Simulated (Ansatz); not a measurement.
Calculated with Ansatz (gas phase, PBE0-D4/def2-TZVP geometries, no zero-point term in ΔE). CBS: MP2 limit from def2 TZ/QZ plus the TZ coupled-cluster correction, frozen cores. This one scheme is used for every species. DFT in def2-TZVPP. HSE06 is defined as in plane-wave codes. Each species was taken in one conformer, which may not be the lowest.

Reaction (ligand exchange at the Si–C bond): `[SiH3]/C=C/Cl` + `[CH3][Al]([OH])[SiH3]` → `[CH3][Al]([SiH3])[O][SiH3]` + `C=CCl`

Problem. Is it downhill or uphill in electronic energy at CCSD(T)/CBS, and by how much? (An estimate is asked.)

Solution. Computed: Downhill: ΔE = -102.9 kJ/mol.

Problem. What do these levels give: BLYP-D4, PBE0-D4, ωB97X-V, PBE-QIDH, BLYP, r2SCANh, HSE06, MP2/def2-SVP, MP2/def2-TZVPP, SCS-MP2/def2-TZVPP, CCSD/def2-TZVPP, CCSD/CBS(def2)? (An estimate is asked.)

Solution. Computed: BLYP-D4 -98.8, PBE0-D4 -94.2, ωB97X-V -102.7, PBE-QIDH -100.5, BLYP -99.1, r2SCANh -100.3, HSE06 -93.4, MP2/def2-SVP -100.2, MP2/def2-TZVPP -102.3, SCS-MP2/def2-TZVPP -107.6, CCSD/def2-TZVPP -107.3, CCSD/CBS(def2) -106.9 kJ/mol.

Largest T1 diagnostic among the species: 0.013.

In def2-TZVPP, CCSD(T) changes the Hartree–Fock value by +23.5 kJ/mol (the triples alone add +4.0 kJ/mol) and MP2 by +24.5 kJ/mol. Leaving LDA and LC-ωPBE aside and taking each functional with its dispersion term where it has one, the values, not all of them listed here, spread over 30.0 kJ/mol, from BHLYP-D4 to revPBE-D4. From r2SCAN to r2SCAN0 (25 % exact exchange), in def2-TZVPP and without D4, ΔE moves by −4.0 kJ/mol.
